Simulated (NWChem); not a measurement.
All runs are NWChem calculations. System: diselenium (Se2), charge 0, spin multiplicity 3, at a geometry optimised with UPBE/def2-SVP. Its SCF solution wasn't tested for a lower state. Level: UMP2/def2-TZVP, 18 core orbitals frozen.

NWChem printed:

```
             Northwest Computational Chemistry Package (NWChem) 7.3.0
             --------------------------------------------------------

                                NWChem Input Module
                                -------------------

 Scaling coordinates for geometry "geometry" by  1.889725989
 (inverse scale =  0.529177249)

 Turning off AUTOSYM since
 SYMMETRY directive was detected!

                             Geometry "geometry" -> ""
                             -------------------------

 Output coordinates in angstroms (scale by  1.889725989 to convert to a.u.)

  No.       Tag          Charge          X              Y              Z
 ---- ---------------- ---------- -------------- -------------- --------------
    1 Se                  34.0000     0.00000000     0.00000000     1.09971800
    2 Se                  34.0000     0.00000000     0.00000000    -1.09971800

 Effective nuclear repulsion energy (a.u.)     278.1298932288

            Nuclear Dipole moment (a.u.)
            ----------------------------
        X                 Y               Z
 ---------------- ---------------- ----------------
     0.0000000000     0.0000000000     0.0000000000

      Symmetry information
      --------------------

 Group name             D2h
 Group number             26
 Group order               8
 No. of unique centers     1

      Symmetry unique atoms

     1


 Summary of "ao basis" -> "" (spherical)
 ------------------------------------------------------------------------------
       Tag                 Description            Shells   Functions and Types
 ---------------- ------------------------------  ------  ---------------------
 *                         def2-tzvp                  on all atoms

 Summary of "ao basis" -> "ao basis" (spherical)
 ------------------------------------------------------------------------------
       Tag                 Description            Shells   Functions and Types
 ---------------- ------------------------------  ------  ---------------------
 Se                        def2-tzvp                16       48   6s5p4d1f

                                 NWChem SCF Module
                                 -----------------

  ao basis        = "ao basis"
  functions       =    96
  atoms           =     2
  alpha electrons =    35
  beta  electrons =    33
  charge          =   0.00
  wavefunction    = UHF
  use symmetry    = T
  symmetry adapt  = T

 Summary of "ao basis" -> "ao basis" (spherical)
 ------------------------------------------------------------------------------
       Tag                 Description            Shells   Functions and Types
 ---------------- ------------------------------  ------  ---------------------
 Se                        def2-tzvp                16       48   6s5p4d1f

      Symmetry analysis of basis
      --------------------------

        ag         21
        au          5
        b1g         5
        b1u        21
        b2g        11
        b2u        11
        b3g        11
        b3u        11

 Forming initial guess at       0.1s

   Symmetry analysis of molecular orbitals - initial alpha
   -------------------------------------------------------

  Numbering of irreducible representations:

     1 ag          2 au          3 b1g         4 b1u         5 b2g
     6 b2u         7 b3g         8 b3u

  Orbital symmetries:

     1 b1u         2 ag          3 b1u         4 ag          5 b1u
     6 ag          7 b2g         8 b3g         9 b2u        10 b3u
    11 ag         12 b1u        13 ag         14 b1u        15 b2u
    16 b3u        17 b3g        18 b2g        19 ag         20 b3u
    21 b2u        22 b3g        23 b2g        24 b1u        25 ag
    26 b1g        27 b1u        28 au         29 ag         30 b1u
    31 ag         32 b3u        33 b2u        34 b2g        35 b3g
    36 b1u        37 ag         38 b1u        39 b3u        40 b2u
    41 ag         42 b1g        43 b2u        44 b3u        45 b2g

   Symmetry analysis of molecular orbitals - initial beta
   ------------------------------------------------------

  Numbering of irreducible representations:

     1 ag          2 au          3 b1g         4 b1u         5 b2g
[...]
    21     -0.984332  1 Se pz                69     -0.984332  2 Se pz
     6      0.900298  1 Se s                 54     -0.900298  2 Se s
    18     -0.253248  1 Se pz                66     -0.253248  2 Se pz
    12      0.164903  1 Se pz                60      0.164903  2 Se pz
    15     -0.150841  1 Se pz                63     -0.150841  2 Se pz

 center of mass
 --------------
 x =   0.00000000 y =   0.00000000 z =   0.00000000

 moments of inertia (a.u.)
 ------------------
         681.660385425285           0.000000000000           0.000000000000
           0.000000000000         681.660385425285           0.000000000000
           0.000000000000           0.000000000000           0.000000000000

  Mulliken analysis of the total density
  --------------------------------------

    Atom       Charge   Shell Charges
 -----------   ------   -------------------------------------------------------
    1 Se  34    34.00   2.00  2.00  1.17  0.78  1.02  0.95  6.00  5.93  0.90  2.18  0.96  8.97  1.04  0.02  0.09  0.01
    2 Se  34    34.00   2.00  2.00  1.17  0.78  1.02  0.95  6.00  5.93  0.90  2.18  0.96  8.97  1.04  0.02  0.09  0.01

  Mulliken analysis of the alpha density
  --------------------------------------

    Atom       Charge   Shell Charges
 -----------   ------   -------------------------------------------------------
    1 Se  34    17.50   1.00  1.00  0.58  0.39  0.52  0.47  3.00  2.97  0.58  1.40  0.54  4.48  0.52  0.01  0.03  0.00
    2 Se  34    17.50   1.00  1.00  0.58  0.39  0.52  0.47  3.00  2.97  0.58  1.40  0.54  4.48  0.52  0.01  0.03  0.00

   Mulliken analysis of the beta density
   -------------------------------------

    Atom       Charge   Shell Charges
 -----------   ------   -------------------------------------------------------
    1 Se  34    16.50   1.00  1.00  0.58  0.39  0.50  0.48  3.00  2.96  0.32  0.78  0.42  4.49  0.52  0.01  0.05  0.01
    2 Se  34    16.50   1.00  1.00  0.58  0.39  0.50  0.48  3.00  2.96  0.32  0.78  0.42  4.49  0.52  0.01  0.05  0.01

   Mulliken analysis of the spin density
   -------------------------------------

    Atom       Charge   Shell Charges
 -----------   ------   -------------------------------------------------------
    1 Se  34     1.00  -0.00  0.00  0.00 -0.00  0.02 -0.01  0.00  0.01  0.26  0.62  0.13 -0.01  0.00  0.00 -0.02 -0.00
    2 Se  34     1.00  -0.00  0.00  0.00 -0.00  0.02 -0.01  0.00  0.01  0.26  0.62  0.13 -0.01  0.00  0.00 -0.02 -0.00

       Multipole analysis of the density wrt the origin
       ------------------------------------------------

     L   x y z        total         alpha         beta         nuclear
     -   - - -        -----         -----         ----         -------
     0   0 0 0     -0.000000    -35.000000    -33.000000     68.000000

     1   1 0 0     -0.000000     -0.000000     -0.000000      0.000000
     1   0 1 0      0.000000     -0.000000      0.000000      0.000000
     1   0 0 1      0.000000      0.000000      0.000000      0.000000

     2   2 0 0    -27.709650    -15.964874    -11.744776      0.000000
     2   1 1 0      0.000000      0.000000      0.000000      0.000000
     2   1 0 1     -0.000000      0.000000     -0.000000      0.000000
     2   0 2 0    -27.709650    -15.964874    -11.744776      0.000000
     2   0 1 1     -0.000000      0.000000     -0.000000      0.000000
     2   0 0 2    -24.901479   -166.353433   -152.224584    293.676538

                   NWChem MP2 Semi-direct Energy/Gradient Module
                   ---------------------------------------------

  Basis functions       =     96
  Molecular orbitals    =     96
  Frozen core           =     18
  Frozen virtuals       =      0
  Active alpha occupied =     17
  Active beta occupied  =     15
  Active alpha virtual  =     61
  Active beta virtual   =     63
  Use MO symmetry       = T
  Use skeleton AO sym   = T

  AO/Fock/Back tols     =   1.0D-09  1.0D-09  1.0D-09

 GA uses MA = F    GA memory limited = T

 Available:
  local mem=  1.26D+08
 global mem=  1.44D+08
 local disk=  0.00D+00
  mp2_memr nvloc                    61
  nvloc new                    61
   1 passes of  17:        4194304                      70629                  15952453.
   1 passes of  17: M    126150979           G      144160768           F     121956675.

 Semi-direct pass number   1 of   1  for UHF alpha       at        3.7s
  vrange nnbf                  4520
  mp2_eaftype                    60  avail_ma_in_mb                  1099
 EAF : mp2_eaftype filesize          60    7976227.
  mp2_eaf for mointskh                     60
Node 0 wrote     37.5 Mb in      0.1 s     Agg I/O rate:   648.4 Mb/s
 Done moints_semi at       12.5s
  mp2_eaftype                    60  avail_ma_in_mb                  1039
 EAF : mp2_eaftype filesize          60    7976227.
  mp2_eaf for kh                    60
 Done maket at       12.7s
 Done multipass loop at       12.7s

 GA uses MA = F    GA memory limited = T

 Available:
  local mem=  1.26D+08
 global mem=  1.44D+08
 local disk=  0.00D+00
  mp2_memr nvloc                    63
  nvloc new                    63
   1 passes of  15:        4194304                      66031                  14538597.
   1 passes of  15: M    126150979           G      144160768           F     121956675.

 Semi-direct pass number   1 of   1  for UHF beta        at       12.8s
  vrange nnbf                  4520
  mp2_eaftype                    55  avail_ma_in_mb                  1099
 EAF : mp2_eaftype filesize          55    7269299.
  mp2_eaf for mointskh                     55
Node 0 wrote     34.2 Mb in      0.1 s     Agg I/O rate:   490.9 Mb/s
 Done moints_semi at       22.4s
  mp2_eaftype                    55  avail_ma_in_mb                  1044
 EAF : mp2_eaftype filesize          55    7269299.
  mp2_eaf for kh                    55
 Done maket at       22.8s
 Done multipass loop at       22.8s

          -------------------------------------------
          SCF energy               -4799.704554438054
          Correlation energy          -0.507268691409
          Singlet pairs                0.000000000000
          Triplet pairs                0.000000000000
          Total MP2 energy         -4800.211823129463
          -------------------------------------------

          ---------------------------------------------------
                    Spin Component Scaled (SCS) MP2
          Same spin pairs                     -0.163422566177
          Same spin scaling factor             0.333333333333
          Opposite spin pairs                 -0.343846125232
          Opposite spin scaling fact.          1.200000000000
          SCS-MP2 correlation energy          -0.467089539004
          Total SCS-MP2 energy             -4800.171643977058
          ---------------------------------------------------

 -----------------------
 Performance information
 -----------------------

 Timer overhead =  1.89D-07 seconds/call

               Nr. of calls         CPU time (s)                 Wall time (s)                GFlops
             ---------------    -------------------     ------------------------------   -------------------
Name         Min   Avg   Max    Min     Avg     Max     Min     Avg     Max   Mx/calls   Min     Max     Sum
mp2: moin     2     2     2    18.     18.     18.      18.     18.     18.     9.2      0.0     0.0     0.0
mp2: make     2     2     2   0.65    0.65    0.65     0.65    0.65    0.65    0.33      0.0     0.0     0.0
mp2: tota     1     1     1    19.     19.     19.      19.     19.     19.     19.      0.0     0.0     0.0

 The average no. of pstat calls per process was 5.00D+00
 with a timing overhead of 9.45D-07s

 Task  times  cpu:       22.8s     wall:       22.8s

 Total times  cpu:       22.8s     wall:       22.8s
```

Problem. Write an NWChem input that would produce this output.

Solution. This is not unique; one that fits is 
```
start mol
memory heap 200 mb stack 900 mb global 1100 mb
geometry units angstroms nocenter noautoz
  Se     0.000000     0.000000     1.099718
  Se     0.000000     0.000000    -1.099718
  symmetry group D2h
end
basis spherical
  * library def2-tzvp
end
scf
  uhf
  nopen 2
  maxiter 100
  thresh 1e-7
  semidirect memsize 60000000 filesize 0
  # guess.movecs holds the orbitals of an unrestricted PBE0 run
  vectors input guess.movecs output mol.movecs
end
mp2
  freeze core 18
end
task mp2 energy
```
